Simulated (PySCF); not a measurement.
Coordinates in bohr (charge -1 multiplicity 1):
```
Ge    0.0000    0.0000   -0.6458
Cl    0.0000    0.0000    3.7134
Cl    4.7524    0.0000   -1.1744
Cl   -4.7524    0.0000   -1.1744
```

Computed with PySCF, PBE, basis Ge def2-SVPD, Cl def2-SVPD (no relativity, density fitting).

This geometry of GeCl₃⁻ is a stationary point at this level.

Task: What is the point group?

Result: C2v.

Task: Is it a minimum?

Result: No: it has 1 imaginary mode, at 103i cm⁻¹ (b1).

Task: List the harmonic modes with their infrared intensities.

Result: 
| symmetry | ω (cm⁻¹) | IR (km/mol) |
| --- | --- | --- |
| b1 | 103i | – |
| a1 | 62 | 3.1 |
| b2 | 107 | 10.5 |
| b2 | 206 | 304 |
| a1 | 209 | 13.0 |
| a1 | 320 | 76.4 |

In C2v the vibrations span b1 + 3a1 + 2b2. Here b1 is antisymmetric to the molecular plane and b2 lies in it.

Other isomers or separated fragments may lie lower. The lowest empty level of this anion is unbound, so it and the gap depend on the basis. At this level a singlet minimum of C3v symmetry lies 80 kJ/mol below this structure.
